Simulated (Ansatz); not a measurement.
Program: Ansatz. Geometries: PBE0-D4/def2-TZVP. ΔE: electronic, gas phase. CCSD(T)/CBS is the MP2 limit (def2-TZVPP, def2-QZVPP) plus CCSD(T) − MP2 in def2-TZVPP, frozen cores. This one scheme is used for every species, atoms too. DFT in def2-TZVPP. Open shells (•) are unrestricted, without spin–orbit coupling. Spin–orbit coupling would lower the free atoms: a little for B, C, O. Each species was taken in one conformer, which may not be the lowest.

`CCBO` → B• + 2 C• + 7 H• + O•  (atomization)

Problem. What is ΔE at CCSD(T)/CBS? (Estimate.)

Solution. Computed: +1032.8 kcal/mol.

Problem. What do these levels give: r2SCAN-D4, PBE0-D4, CAM-B3LYP-D4, PBE-QIDH, revPBE, r2SCAN0, HF/def2-SVP, CCSD/def2-SVP, CCSD(T)/def2-SVP, HF/def2-TZVPP, MP2/def2-TZVPP, MP2/def2-QZVPP? (Estimate.)

Solution. Computed: r2SCAN-D4 1037.6, PBE0-D4 1036.9, CAM-B3LYP-D4 1040.9, PBE-QIDH 1030.6, revPBE 1014.6, r2SCAN0 1025.1, HF/def2-SVP 798.4, CCSD/def2-SVP 985.1, CCSD(T)/def2-SVP 992.8, HF/def2-TZVPP 786.3, MP2/def2-TZVPP 1024.6, MP2/def2-QZVPP 1037.5 kcal/mol.

Largest T1 diagnostic among the species: 0.014.

At CCSD(T), def2-SVP lies −40.0 kcal/mol from the extrapolated value and def2-TZVPP −21.8 kcal/mol: correlation converges slowly with the basis, and small sets miss more of it in the bonded molecule than in its fragments. From BLYP to BHLYP (50 % exact exchange), in def2-TZVPP and without D4, ΔE moves by −15.8 kcal/mol: exact exchange takes away binding that semilocal exchange gives to molecules.

For atomizations the MP2-based limit and the directly extrapolated one differ by several kJ/mol either way, and by 10 to 25 for some Ge, Se and Sn compounds, so smaller differences from it don't rank the levels.
